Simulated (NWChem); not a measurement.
Species: MgNH$_{3}$O; SMILES [NH2][Mg][OH]

```xyz
6

Mg     0.0001    -0.0452    -0.0105
O     -0.0006    -1.8119     0.0242
H      0.0042    -2.7465    -0.1501
N     -0.0002     1.8416     0.0078
H     -0.8160     2.4468     0.0133
H      0.8162     2.4461     0.0144
```
Atoms are numbered in this order, from 1.

Program: NWChem. Geometry: optimised at PBE0/def2-SVP. Ions are spin-unrestricted doublets at the neutral geometry; other ion states weren't tried.

Problem. Predict the results for PBE0/def2-SVP. Quantities: vertical ionisation energy, ΔSCF (eV); −ε(HOMO) (eV).

Solution. 
| Property | Value |
|---|---|
| vertical ionisation energy, ΔSCF (eV) | 8.65 |
| −ε(HOMO) (eV) | 6.09 |
